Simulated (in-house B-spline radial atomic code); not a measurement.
The numbers below are computed, except where a source is named.
Extrapolating the RPA correlation energy in partial waves: Cs

All-electron RPA on Hartree-Fock orbitals from an all-electron radial atomic-structure program (B-spline basis), scalar-relativistic (spin-free one-electron X2C), finite nucleus, configuration [Xe] 6s1, highest spin. RPA overbinds a lone outer s electron by self-correlation, and G0W0 tends to as well. With empty states up to angular momentum L the sums are:

| L | E_c(L) (hartree) |
| --- | --- |
| 4 | -3.314254 |
| 5 | -3.604563 |
| 6 | -3.749173 |
| 7 | -3.827041 |
| 8 | -3.869887 |

For large l each further wave adds A/(l + 1/2)⁴, because the basis must build the cusp where two electrons meet.

Question: Estimate the limit from L = 7 and L = 8.

Answer: Wave 8 adds -0.042846, against a sum of (l + 1/2)⁻⁴ of 1.91569e-04, so A = -223.66. The sum over l > 8 is ζ(4, 9.5) = 4.5445e-04, close to 1/(3 × 9³) = 4.5725e-04. The tail is -0.101643 and the limit -3.97153 hartree.

Question: How good is the estimate?

Answer: A run to L = 11 sums to -3.92187 and extrapolates to -3.95728 hartree, 2.61 millihartree from the run before, so it has not settled and is itself too deep. The estimate differs from that by -14.25 millihartree, while the bare sum at L = 8 misses 87.4 millihartree (2.2 %).
